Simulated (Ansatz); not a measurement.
`C[SiH2][GaH2]` + `NB(O)F` → `C[SiH2]OB(N)F` + `[GaH3]`  (cleavage of the Si–Ga bond)

Calculated with Ansatz (gas phase, PBE0-D4/def2-TZVP geometries, no zero-point term in ΔE). CCSD(T)/CBS is the MP2 limit (def2-TZVPP, def2-QZVPP) plus CCSD(T) − MP2 in def2-TZVPP, frozen cores. DFT in def2-TZVPP. For Ga outer-core shells are correlated without core-valence functions, which leaves a few kJ/mol of doubt a bond. Scalar relativity is left out up to krypton. One conformer a species, not always the lowest.

`C[SiH2][GaH2]`:

Cartesian coordinates in Å:
```
C 0.913 1.045 0.839
Si -0.346 -0.332 0.604
Ga -0.752 -0.932 -1.699
H 1.052 1.270 1.899
H 0.586 1.958 0.336
H 1.881 0.760 0.421
H -1.645 0.067 1.225
H 0.106 -1.553 1.338
H -0.012 -0.217 -2.894
H -1.781 -2.067 -2.068
```

`NB(O)F`:

Cartesian coordinates in Å:
```
N 0.068 -0.845 -0.395
B 0.337 0.457 0.061
O -0.526 1.251 0.757
F 1.538 0.984 -0.199
H 0.758 -1.369 -0.903
H -0.796 -1.333 -0.254
H -1.379 0.854 0.933
```

`C[SiH2]OB(N)F`:

Cartesian coordinates in Å:
```
C 0.391 -2.335 -0.507
Si 1.027 -0.627 -0.154
O -0.284 0.354 0.079
B -0.404 1.676 0.368
N -1.654 2.285 0.518
F 0.703 2.427 0.517
H -0.236 -2.339 -1.402
H -0.204 -2.709 0.329
H 1.222 -3.025 -0.670
H 1.875 -0.623 1.069
H 1.833 -0.118 -1.296
H -1.757 3.260 0.732
H -2.512 1.775 0.419
```

`[GaH3]`:

```xyz
4

Ga    0.000   -0.001    0.000
H     1.301    0.023   -0.875
H    -1.349   -0.514   -0.614
H     0.047    0.492    1.488
```

CCSD(T)/CBS gives -21.7 kcal/mol.

Problem. Another level gave -21.3 kcal/mol. Which?
A. r2SCAN/def2-TZVPP
B. B2PLYP/def2-TZVPP
C. PBE0-D4/def2-TZVPP
D. HF/def2-TZVPP

Solution. A. r2SCAN -21.3, B2PLYP -23.0, PBE0-D4 -18.5, HF/def2-TZVPP -28.1 kcal/mol.

Largest T1 diagnostic among the species: 0.013.

In def2-TZVPP, CCSD(T) changes the Hartree–Fock value by +6.1 kcal/mol (the triples alone add +0.7 kcal/mol) and MP2 by +4.8 kcal/mol. From PBE to PBE0 (25 % exact exchange), in def2-TZVPP and without D4, ΔE moves by −1.9 kcal/mol.
